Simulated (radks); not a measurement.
The numbers below are computed, except where a source is named.
The mean radii <r> (bohr) of the occupied orbitals of an atom or ion are listed with their occupations. Level of theory: scalar-relativistic Kohn-Sham, exchange-only PBE, spin-polarised, spherical densities, finite nucleus; Fermi nuclear charge, rms radius of each element as measured or else 0.836 A^(1/3) + 0.57 fm (a radial shooting solver on a logarithmic mesh with Libxc functionals).

orbital  occ.      <r>
1s up       1  0.04408
1s down     1  0.04408
2s up       1   0.1959
2s down     1   0.1959
2p up       3   0.1711
2p down     3   0.1711
3s up       1   0.5734
3s down     1   0.5729
3p up       3   0.5882
3p down     3   0.5873
3d up       5   0.6217
3d down     5   0.6185
4s up       1    1.544

Name the element and its charge. Open shells, if any, are filled with parallel spins first.

Answer. Z = 34, selenium, charge +5: Se5+ in [Ar] 3d10 4s1. The 1s radius gives Z: for a bare nucleus <r> = (2 gamma + 1)/(2Z) with gamma = sqrt(1 - (Z/c)^2), 0.0432 bohr for Z = 34, and screening makes it slightly larger (0.04408 here). The occupations add up to 29, and the charge is Z minus that.
